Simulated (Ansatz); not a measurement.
## Energy profile

The step: SiNH₅O ([NH2][SiH2][OH]) + AsH₃ → SiAsNH₆ ([NH2][SiH2][AsH2]) + H₂O; bonds formed: Si1–As7, O2–H6; bonds broken: Si1–O2, H6–As7 (atoms numbered as in the saddle structure below).

```
12
angstrom
Si -0.3165 0.9287 0.2120
O -0.7155 -0.4765 1.3234
H 0.8272 1.6606 0.7948
H -1.5259 1.6864 0.6738
N -0.6892 0.7949 -1.4365
H 0.0537 -1.0707 0.9104
As 1.7426 -0.9401 -0.3641
H -1.6046 -0.8499 1.2302
H -0.0586 0.4064 -2.1169
H -1.4366 1.3433 -1.8305
H 2.4525 -1.0890 0.9737
H 1.2706 -2.3942 -0.3702
```

Electronic energies by CCSD(T) at an estimated basis limit (MP2 extrapolated from triple and quadruple zeta, plus CCSD(T) − MP2 in triple zeta), on PBE0-D4/def2-TZVP structures; SiAsNH₈O, closed shell; no counterpoise correction. Program: Ansatz 0.2.0. Basis: def2-TZVPP and def2-QZVPP. Cores are frozen in the correlated methods. Filled d shells of the heavier atoms are correlated. The def2 sets are not built for correlating such inner shells, so the correlated values are less sure here. Extrapolation: Hartree–Fock as exp(−7.88 √X), correlation as X^−2.97.

Question: Give the profile in kJ/mol, counted from the separated reactants. (An estimate is asked for; the value comes from the calculation.)

Answer: Computed:
```json
{"point": "separated: SiNH₅O (linked as [NH2][SiH2][OH]; Si1, O2, H3, H4, N5, H8, H9, H10; singlet) + AsH₃ (H6, As7, H11, H12; singlet)", "kJ/mol": "0.0"}
{"point": "start structure", "kJ/mol": "-12.3"}
{"point": "saddle", "kJ/mol": "181.6"}
{"point": "end structure", "kJ/mol": "69.0"}
{"point": "separated: SiAsNH₆ (linked as [NH2][SiH2][AsH2]; Si1, H3, H4, N5, As7, H9, H10, H11, H12; singlet) + H₂O (O2, H6, H8; singlet)", "kJ/mol": "75.8"}
```

The T1 diagnostic stays at or below 0.013.

For scale, one of the runs: CCSD(T)/def2-TZVPP, 264 basis functions, launched by `ansatz run in.yaml --threads 8 --pin off --events-out ev --progress --plain --max-ram 19148MiB`. Hardware: 8 CPU threads of an Arm Neoverse V2, shared host. Wall time 2.4 min; peak host memory 6.5 GiB.
